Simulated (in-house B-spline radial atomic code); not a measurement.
Checks on a self-consistent run for the dysprosium ion Dy⁶⁺, [Kr] 4d10 4f8 5s2 5p4. Method: Dirac-Hartree-Fock, average of configuration, Fermi nucleus of rms radius 5.2218 fm. Calculated with a B-spline radial code for spherical atoms.

| orbital | q | ε (Eh) | <1/r> | <r²> | small-component weight |
| --- | --- | --- | --- | --- | --- |
| 1s1/2 | 2 | -1991.82036 | 74.5526 | 0.000609291 | 0.060737 |
| 2s1/2 | 2 | -338.95995 | 17.877 | 0.00944802 | 0.013517 |
| 2p1/2 | 2 | -321.74419 | 17.8101 | 0.00686338 | 0.013523 |
| 2p3/2 | 4 | -292.26316 | 15.6092 | 0.00808414 | 0.012485 |
| 3s1/2 | 2 | -80.03532 | 6.54784 | 0.0623694 | 0.0043416 |
| 3p1/2 | 2 | -72.52720 | 6.44988 | 0.058087 | 0.0042679 |
| 3p3/2 | 4 | -66.28917 | 5.89424 | 0.0649144 | 0.0039825 |
| 3d3/2 | 4 | -53.56700 | 5.75902 | 0.0515946 | 0.0038404 |
| 3d5/2 | 6 | -52.22199 | 5.62167 | 0.0534986 | 0.0037573 |
| 4s1/2 | 2 | -19.43185 | 2.7186 | 0.315214 | 0.001364 |
| 4p1/2 | 2 | -16.39613 | 2.60703 | 0.331727 | 0.0012822 |
| 4p3/2 | 4 | -14.97994 | 2.42849 | 0.367081 | 0.0011894 |
| 4d3/2 | 4 | -9.94082 | 2.21122 | 0.414965 | 0.0010185 |
| 4d5/2 | 6 | -9.67875 | 2.16484 | 0.42914 | 0.00099047 |
| 4f5/2 | 3.4286 | -3.78381 | 1.72733 | 0.643738 | 0.00066326 |
| 4f7/2 | 4.5714 | -3.74650 | 1.71017 | 0.656415 | 0.00065295 |
| 5s1/2 | 2 | -5.02141 | 1.07855 | 1.69045 | 0.00031171 |
| 5p1/2 | 1.3333 | -4.09329 | 0.989496 | 1.98126 | 0.00027096 |
| 5p3/2 | 2.6667 | -3.85887 | 0.932781 | 2.17838 | 0.00024893 |

Electron-electron repulsion V_ee = 4295.2767 hartree.

Task: What total energy follows from the eigenvalues?

Result: The eigenvalues count the repulsion twice, so E = Σqε - V_ee = -7857.286 - 4295.277 = -12152.562 hartree; the run printed -12152.562.

Task: Does the Dirac virial theorem hold?

Result: For a point nucleus E = -2c²Σq·w, with w the small-component weight. Here Σq·w = 0.32352 and c = 137.0360, so the ratio E/(-2c²Σq·w) is 1.000155; the finite nucleus accounts for the departure from 1.

Task: What diamagnetic shielding (Lamb formula) and susceptibility (Langevin formula) do the radii give?

Result: σ = (α²/3)Σq<1/r> = 451.158/(3·137.036²) = 8008.3 ppm, and χ = -0.79199×10⁻⁶·Σq<r²> = -19.9×10⁻⁶ cm³/mol with Σq<r²> = 25.13 bohr². Both are non-relativistic formulas without the paramagnetism of open shells; for so heavy an element the full relativistic shielding is larger by tens of per cent.
